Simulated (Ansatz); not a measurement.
Cu3H3⁻. The state is a quartet with charge -1. Geometry PBE0-D4/def2-SVPD; atoms count from 1.

Cartesian coordinates in Å:
```
Cu -0.168 0.593 -0.084
Cu -2.114 2.010 0.220
Cu 0.688 -1.635 -0.662
H 1.641 -2.418 0.278
H -0.596 2.107 -0.416
H 0.549 -0.657 0.664
```

At PBE0-D4/def2-TZVPD a doublet of charge -1 lies 2.50 eV below the quartet, each at its own geometry. The structure comes from a short search, and lower isomers may exist.

(1) Estimate the Mulliken populations from the PBE0/def2-TZVPD orbitals of Ansatz.

(2) Where does the spin sit?

(3) And the Mayer bond orders between heavy atoms (over 0.3)?

Answers

(1) 
```json
{"atom": "Cu1", "charge (e)": "-1.16", "spin (α − β)": "0.34", "d electrons": "9.87"}
{"atom": "Cu2", "charge (e)": "-0.19", "spin (α − β)": "0.80", "d electrons": "9.89"}
{"atom": "Cu3", "charge (e)": "-0.49", "spin (α − β)": "1.22", "d electrons": "9.57"}
{"atom": "H4", "charge (e)": "0.08", "spin (α − β)": "0.36", "d electrons": "–"}
{"atom": "H5", "charge (e)": "0.38", "spin (α − β)": "0.11", "d electrons": "–"}
{"atom": "H6", "charge (e)": "0.39", "spin (α − β)": "0.18", "d electrons": "–"}
```
Mulliken values depend strongly on the basis. With diffuse functions, as here, like atoms can get unlike values, and bond orders can come out too low or too high.

(2) Summed by element: Cu 2.36, H 0.64, of 3 unpaired in all. Largest on single atoms: Cu3 1.22, Cu2 0.80, H4 0.36.

(3) Cu1–Cu2 0.95 (2.43 Å); Cu1–Cu3 0.77 (2.46 Å).
